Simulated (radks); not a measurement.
Results of a calculation; reference values are marked as such.
Task: Ionisation of C, [He] 2s2 2p2, to C+, [He] 2s2 2p1, under several functionals. Scalar-relativistic Kohn-Sham, spin-polarised, spherical densities, point nucleus; open shells are filled with parallel spins first; a radial shooting solver on a logarithmic mesh with Libxc functionals. Known Delta-SCF values: Wu-Cohen GGA 11.666 eV; LDA (Slater exchange, VWN5 correlation) 11.768 eV. What does AM05 give, and what is its highest occupied eigenvalue?

Result: 11.599 eV by Delta-SCF; the 2p eigenvalue is -6.035 eV. NIST: 11.260 eV (measured).
